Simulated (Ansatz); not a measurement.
Reactions of `BSC(=C)Cl`.

Calculated with Ansatz (gas phase, PBE0-D4/def2-TZVP geometries, no zero-point term in ΔE). CCSD(T)/CBS is the MP2 limit (def2-TZVPP, def2-QZVPP) plus CCSD(T) − MP2 in def2-TZVPP, frozen cores. This one scheme is used for every species, atoms too. Double bonds are as drawn, so ΔE can hold a change between cis and trans. DFT in def2-TZVPP. Open shells (•) are unrestricted, without spin–orbit coupling. Spin–orbit coupling would lower the free atoms: a little for B, C, Cl, S. Bonds to Ga are less sure, by a few kJ/mol each and by 10 to 20 or more in all where they break to atoms, as the def2 sets lack core-valence functions. Scalar relativity is left out up to krypton. Each species was taken in one conformer, which may not be the lowest.

```
                                                     reaction  ωB97X-V (kcal/mol)  MP2/CBS(def2) (kcal/mol)
              `BSC(=C)Cl` + `CC(C)N` → `BCC(C)N` + `C=C(S)Cl`                23.1                      25.2
            `BSC(=C)Cl` + `O[SiH3]` → `C=C(Cl)O[SiH3]` + `BS`                 1.0                       6.0
`BSC(=C)Cl` + `CC/C=C/[SiH3]` → `B/C=C/CC` + `C=C(Cl)S[SiH3]`                 3.2                       2.9
 `BSC(=C)Cl` + `[CH3][GaH2]` → `[BH2][GaH][CH3]` + `C=C(S)Cl`                27.1                      28.5
                    `BSC(=C)Cl` → B• + 2 C• + Cl• + 4 H• + S•               797.1                     812.7
```

Give the CCSD(T)/CBS values in the same order. (Best estimate.)

Computed: 24.3, 4.0, 3.6, 26.7, 792.5 kcal/mol.

Largest T1 diagnostic: 0.015, for `BS`.
